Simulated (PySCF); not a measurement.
Cl$_{3}$OTa, charge -1, doublet, at a GFN2-xTB geometry (such geometries of metal compounds can be far from the true shape) (the multiplicity is a formal guess) (core potentials on Ta). Base run: HF/def2-SVP (PySCF).

Input for PySCF:
```python
from pyscf import gto, scf

mol = gto.Mole()
mol.atom = '''
    Ta    0.20129819    0.13819866   -0.12311877
    O     1.49186599    1.12232965   -0.63154924
    Cl    1.36262120   -1.41094733    1.18547309
    Cl   -1.44854126   -1.45824654   -0.44193773
    Cl   -1.48053262    1.74759745    0.08235076
'''
mol.basis = 'def2-svp'
mol.ecp = {'Ta': 'def2-svp'}
mol.charge = -1
mol.spin = 1
mol.verbose = 4
mol.build()

mf = scf.UHF(mol)
mf.kernel()
```

Each row names what was changed in the base input (with any setting that the change needs).

| change | ΔE vs base (mEh) | fitting functions | outcome |
|---|---|---|---|
| base | 0.000 | - | converged |
| auxbasis = def2-universal-jfit | 6106.7 | 291 | converged |
| auxbasis = def2-universal-jkfit | 0.167 | 688 | converged |
| auxbasis = even-tempered beta=1.6 | 0.067 | 1233 | converged |
| auxbasis = def2-tzvp-ri | - | - | input refused |
| auxbasis = def2-svp-ri | - | - | input refused |
| only_dfj = on; auxbasis = def2-universal-jfit | -0.328 | 291 | converged |
| auxbasis = cc-pvtz-jkfit | - | - | input refused |
| exchange = seminumerical (SGX) (with mf = sgx.sgx_fit(mf, auxbasis='def2-universal-jfit'); with mf.with_df.dfj = True) | -0.298 | 291 | converged |
| auxbasis = even-tempered beta=3.0 | -8.408 | 570 | converged |

A fitting set is made for a task (jfit for Coulomb, jkfit for Coulomb and exchange, ri for correlation) and for a family of orbital bases.

Open shells are given as the SCF converged; they aren't shown to be the lowest states, and a large step between rows can be another state.

- auxbasis = def2-tzvp-ri: ended with `pyscf.lib.exceptions.BasisNotFoundError: Basis set not found for Ta in def2-tzvp-ri`
- auxbasis = def2-svp-ri: ended with `pyscf.lib.exceptions.BasisNotFoundError: Basis set not found for Ta in def2-svp-ri`
- auxbasis = cc-pvtz-jkfit: ended with `pyscf.lib.exceptions.BasisNotFoundError: Basis set not found for Ta in cc-pvtz-jkfit`
